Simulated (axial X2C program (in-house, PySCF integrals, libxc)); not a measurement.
## Outer orbitals of MnCl⁻ at 2.375 Å, PBE0

Calculated with an in-house relativistic program for diatomic molecules. Spin-free means the one-electron spin-free X2C Hamiltonian; two-component (2c) means X2C with spin–orbit coupling and atomic mean-field two-electron Coulomb and Gaunt terms, so the difference of the two also holds small scalar two-electron terms. Basis: Mn dyall-acv3z [10s11p7d4f2g], Cl dyall-av3z [9s8p3d2f] (cores contracted in-house); Gaussian nuclei, density fitting, unrestricted open shells. Masses: Mn 54.938 u, Cl 34.969 u.

The distance is close to the 2c PBE0 minimum; the highest filled and lowest empty levels are listed.

Spin-free orbitals, state M_S = 5/2, Λ = 0 (beyond evenly filled blocks: σα, π+α, π-α, δ+α, δ-α) (Löwdin shares):

| symmetry | occupied | ε (eV) | atomic character |
| --- | --- | --- | --- |
| σα | yes | -16.74 | 83% Cl s, 6% Mn d, 6% Mn p |
| σβ | yes | -16.66 | 84% Cl s, 6% Mn d, 6% Mn p |
| σα | yes | -5.79 | 55% Mn d, 39% Cl p, 2% Mn s |
| π+α | yes | -5.26 | 88% Mn d, 11% Cl p |
| π-α | yes | -5.26 | 88% Mn d, 11% Cl p |
| δ+α | yes | -5.14 | 100% Mn d |
| δ-α | yes | -5.14 | 100% Mn d |
| σβ | yes | -4.63 | 84% Cl p, 6% Mn s, 5% Mn d |
| σα | yes | -3.79 | 42% Cl p, 42% Mn d, 12% Mn s |
| π+β | yes | -3.69 | 90% Cl p, 5% Mn d, 3% Mn p |
| π-β | yes | -3.69 | 90% Cl p, 5% Mn d, 3% Mn p |
| π+α | yes | -3.46 | 80% Cl p, 15% Mn d, 3% Mn p |
| π-α | yes | -3.46 | 80% Cl p, 15% Mn d, 3% Mn p |
| σα | yes | -0.45 | 61% Mn s, 22% Mn p, 10% Cl p |
| σβ | yes | 0.17 | 68% Mn s, 10% Mn p, 10% Mn d |
| π-β | no | 1.87 | 100% Mn p |
| π+β | no | 1.87 | 100% Mn p |
| σβ | no | 1.89 | 97% Mn p, 2% Mn s |
| σα | no | 1.98 | 97% Mn p, 2% Mn s |
| π+α | no | 1.98 | 100% Mn p |
| π-α | no | 1.98 | 100% Mn p |

The highest filled level is positive, so this functional does not bind it, and the empty levels of an anion are set by the basis.

Spinors with spin–orbit coupling (state Ω = 5/2):

| ω | occupied | ε (eV) | atomic character | λ mixture |
| --- | --- | --- | --- | --- |
| 1/2 | yes | -16.75 | 83% Cl s, 6% Mn d, 6% Mn p | 100% σ |
| -1/2 | yes | -16.66 | 84% Cl s, 6% Mn d, 6% Mn p | 100% σ |
| 1/2 | yes | -5.79 | 55% Mn d, 39% Cl p, 2% Mn s | 100% σ |
| -1/2 | yes | -5.28 | 88% Mn d, 12% Cl p | 100% π |
| 3/2 | yes | -5.24 | 88% Mn d, 11% Cl p | 100% π |
| -3/2 | yes | -5.19 | 100% Mn d | 100% δ |
| 5/2 | yes | -5.10 | 100% Mn d | 100% δ |
| -1/2 | yes | -4.63 | 84% Cl p, 6% Mn s, 5% Mn d | 100% σ |
| 1/2 | yes | -3.81 | 51% Cl p, 36% Mn d, 10% Mn s | 82% σ, 18% π |
| 1/2 | yes | -3.71 | 82% Cl p, 11% Mn d, 3% Mn p | 82% π, 18% σ |
| -3/2 | yes | -3.66 | 90% Cl p, 5% Mn d, 3% Mn p | 100% π |
| -1/2 | yes | -3.49 | 80% Cl p, 15% Mn d, 3% Mn p | 100% π |
| 3/2 | yes | -3.42 | 81% Cl p, 14% Mn d, 3% Mn p | 100% π |
| 1/2 | yes | -0.44 | 61% Mn s, 22% Mn p, 10% Cl p | 100% σ |
| -1/2 | yes | 0.17 | 68% Mn s, 10% Mn p, 10% Mn d | 100% σ |
| 1/2 | no | 1.87 | 100% Mn p | 100% π |
| -3/2 | no | 1.87 | 100% Mn p | 100% π |
| -1/2 | no | 1.89 | 97% Mn p, 2% Mn s | 100% σ |
| 1/2 | no | 1.98 | 97% Mn p, 2% Mn s | 100% σ |
| -1/2 | no | 1.98 | 100% Mn p | 100% π |
| 3/2 | no | 1.98 | 100% Mn p | 100% π |

The highest filled level is positive, so this functional does not bind it, and the empty levels of an anion are set by the basis.

Mulliken charges and populations of the two-component result (they depend on the basis, above all on diffuse functions):

Mn -0.42 e (s 7.83 p 12.39 d 5.18 f 0.02), Cl -0.58 e (s 5.97 p 11.59 d 0.01). ⟨Lz⟩ = 0.00 ħ and ⟨Sz⟩ = 2.50 ħ (2.51 and -0.01 on the two atoms), which add up to Ω.

The state is one determinant whose occupation by symmetry is held fixed; it was picked as the lowest of a PBE0 search that is not exhaustive. Density functionals use the spin component along the axis (collinear). With several unpaired electrons one determinant need not be a pure state. The highest occupied level of some functionals is positive through self-interaction error; at Hartree–Fock it is bound. This is the top spin component of a Σ state; components of lower Ω are not single determinants and can lie lower.
